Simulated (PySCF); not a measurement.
GaH2, SMILES [GaH2+], charge +1. Atoms are numbered in the order given.

```xyz
3

Ga     0.0000     0.0000     0.0000
H      0.0000     0.0000    -1.5301
H      0.0000     0.0000     1.5301
```
Charge +1, spin multiplicity 1.

Coordinates come from a B3LYP-D3(BJ)/def2-TZVPD optimisation. The multiplicity is an assumed one; other spin states were not compared. The isomer is the one that the SMILES or the coordinates give; other isomers of the formula were not compared.

Method: TDA-M06-2X/def2-TZVPD run with PySCF 2.14.0.

Vertical excitations; the highest root listed may be one member of a degenerate set. Isolated molecule, no solvent. State labels are in the subgroup D2h.

Question: List the lowest excited states. (An estimate is asked for; the answer gives what the named calculation found.)

Answer: 
| state | symmetry | energy (eV) | λ (nm) | f | main pairs |
|---|---|---|---|---|---|
| S1 | B3g | 6.42 | 193 | 0.000 | HOMO→LUMO (degenerate set) |
| S2 | B2g | 6.42 | 193 | 0.000 | HOMO→LUMO+1 (degenerate set) |
| S3 | B1u | 10.30 | 120 | 1.372 | HOMO→LUMO+2 94 % |
| S4 | B2u | 11.11 | 112 | 0.417 | HOMO−1→LUMO (degenerate set) |
| S5 | B3u | 11.11 | 112 | 0.417 | HOMO−1→LUMO+1 (degenerate set) |
| S6 | B1u | 11.62 | 107 | 0.008 | HOMO→LUMO+3 95 % |
| S7 | Ag | 12.43 | 100 | 0.000 | HOMO−1→LUMO+2 96 % |
| S8 | B2u | 12.78 | 97 | 0.523 | HOMO→LUMO+5 (degenerate set) |
| S9 | B3u | 12.78 | 97 | 0.523 | HOMO→LUMO+4 (degenerate set) |
| S10 | B1u | 12.85 | 96 | 0.000 | HOMO→LUMO+6 97 % |
| T1 | B3g | 5.81 | 213 | 0 | HOMO→LUMO (degenerate set) |
| T2 | B2g | 5.81 | 213 | 0 | HOMO→LUMO+1 (degenerate set) |
| T3 | B1u | 6.52 | 190 | 0 | HOMO→LUMO+2 97 % |
| T4 | B2u | 8.82 | 141 | 0 | HOMO−1→LUMO 97 % |
Triplets are in the Tamm–Dancoff approximation.
